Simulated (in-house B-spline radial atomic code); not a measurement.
What moves the levels of Zn⁺ ([Ar] 3d10 4s1)? Level of theory: Dirac-Hartree-Fock, average of configuration, Fermi nucleus of rms radius 3.9283 fm; calculated with a B-spline radial code for spherical atoms.

Baseline run (computed): total energy -1794.3266 hartree, 1s1/2 at -358.0949 hartree, 4s1/2 at -16.946 eV with <r> = 2.526 bohr.

Changing the nucleus:

| nucleus | ΔE (eV) |
| --- | --- |
| Fermi nucleus of rms radius 3.9491 fm, A = 66 | 0.00247 |
| Fermi nucleus of rms radius 3.953 fm, A = 67 | 0.00294 |
| Fermi nucleus of rms radius 3.9658 fm, A = 68 | 0.00447 |
| Fermi nucleus of rms radius 3.9845 fm, A = 70 | 0.00671 |

A larger nucleus binds the electrons less, roughly as the density at the nucleus times the change of the nuclear <r²>. The reference is A = 64.
